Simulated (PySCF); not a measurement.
## Electronic absorption of C4H11N2PSi

C₄H₁₁N₂PSi.
SMILES: `CN(C)P1(=N[SiH3])C=C1`

Level of theory: PySCF, TDDFT B3LYP/def2-SVPD, vertical, gas phase, core orbitals frozen in the response. One conformer (not necessarily the lowest) at the PBE0-D3(BJ)/def2-SVP geometry, without solvent, vibrations or thermal averaging. Torsions of this conformer, `[CH3:1][N:2]([CH3:3])[P:4]1(=[N:5][SiH3:6])[CH:7]=[CH:8]1`: C1–N2–P4–N5 1°.

Task: What does the calculation give for the low-lying excited states?

Result: 

```json
{"state": "S1", "E (eV)": "4.12", "E (hartree)": "0.1515", "f": "0.0095", "|μ| (D)": "0.78", "main configurations (H = HOMO, L = LUMO)": "H→L (95%)"}
{"state": "S2", "E (eV)": "4.58", "E (hartree)": "0.1683", "f": "0.011", "|μ| (D)": "0.79", "main configurations (H = HOMO, L = LUMO)": "H-1→L (95%)"}
{"state": "S3", "E (eV)": "4.81", "E (hartree)": "0.1767", "f": "0.0019", "|μ| (D)": "0.32", "main configurations (H = HOMO, L = LUMO)": "H-2→L (98%)"}
{"state": "S4", "E (eV)": "5.79", "E (hartree)": "0.2126", "f": "0.0005", "|μ| (D)": "0.15", "main configurations (H = HOMO, L = LUMO)": "H→L+1 (82%)"}
{"state": "S5", "E (eV)": "5.95", "E (hartree)": "0.2186", "f": "0.016", "|μ| (D)": "0.84", "main configurations (H = HOMO, L = LUMO)": "H-1→L+1 (90%)"}
{"state": "S6", "E (eV)": "6.24", "E (hartree)": "0.2294", "f": "0.010", "|μ| (D)": "0.65", "main configurations (H = HOMO, L = LUMO)": "H→L+2 (71%), H→L+1 (10%)"}
{"state": "S7", "E (eV)": "6.31", "E (hartree)": "0.2318", "f": "0.0046", "|μ| (D)": "0.44", "main configurations (H = HOMO, L = LUMO)": "H-2→L+1 (81%), H-2→L+3 (11%)"}
{"state": "S8", "E (eV)": "6.37", "E (hartree)": "0.2341", "f": "0.010", "|μ| (D)": "0.65", "main configurations (H = HOMO, L = LUMO)": "H→L+3 (62%), H-1→L+2 (23%)"}
{"state": "S9", "E (eV)": "6.43", "E (hartree)": "0.2364", "f": "0.0026", "|μ| (D)": "0.33", "main configurations (H = HOMO, L = LUMO)": "H-1→L+2 (51%), H→L+3 (23%), H-1→L+3 (13%)"}
{"state": "S10", "E (eV)": "6.60", "E (hartree)": "0.2427", "f": "0.067", "|μ| (D)": "1.63", "main configurations (H = HOMO, L = LUMO)": "H→L+4 (84%)"}
```

Triplets, Tamm–Dancoff:

| state | E (eV) | λ (nm) | main configurations (H = HOMO, L = LUMO) |
| --- | --- | --- | --- |
| T1 | 3.67 | 337.4 | H→L (88%) |
| T2 | 4.33 | 286.2 | H-2→L (76%), H-4→L (12%), H-5→L (9%) |
| T3 | 4.44 | 279.4 | H-1→L (91%), H→L (8%) |
| T4 | 5.39 | 230.1 | H-5→L (42%), H-4→L (28%), H-2→L (21%) |

The lowest singlet lies at 4.12 eV (301 nm, ultraviolet) and is weak; its leading configuration is HOMO→LUMO (95%). The most intense listed level is S10 at 6.60 eV (188 nm, f = 0.067), 2.48 eV above S1. It is the last of those listed, so stronger ones may follow. Löwdin shares by element: HOMO nitrogen 38% or more, carbon 21% or more, phosphorus 14% (atoms not listed hold the other 26%); LUMO carbon 77% or more, hydrogen 12% or more. Orbital energies (eV): HOMO-3 -8.82, HOMO-2 -6.92, HOMO-1 -6.65, HOMO -6.44, LUMO -1.22, LUMO+1 0.22, LUMO+2 0.63. The listed states span 2.48 eV, and the widest gap between neighbours is 0.98 eV (S3 to S4). Of the 10 states listed, 5 reach f = 0.01 and 1 stays under 0.0005. The vertical ionisation energy (ΔSCF) is 8.30 eV, 1.70 eV above S10. The window holds the lowest 10 singlets.

The run took 5.0 min of wall time on AMD EPYC 7R13, one thread, on a shared host, and the process peaked at 1.0 GiB of memory.
